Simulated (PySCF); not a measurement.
A structure optimised at PBE-D3(BJ)/def2-SVP, used in a PySCF frequency run:

```
C
H 1 1.1160
H 1 1.1178 2 108.05
O 1 1.4261 2 111.32 3 123.56
H 4 0.9724 1 108.28 2 -43.30
C 1 1.5226 2 108.91 3 -120.05
O 6 1.4101 1 110.67 2 -62.48
H 7 0.9795 6 103.74 1 -45.58
H 6 1.1107 7 108.42 8 -166.18
H 6 1.1205 9 107.20 7 121.30
```

Question: Write its SMILES and formula.

Answer: OCCO, C₂H₆O₂

Question: What are its rotational constants (standard atomic weights)?

Answer: 14.942, 5.8114, 4.7112 GHz
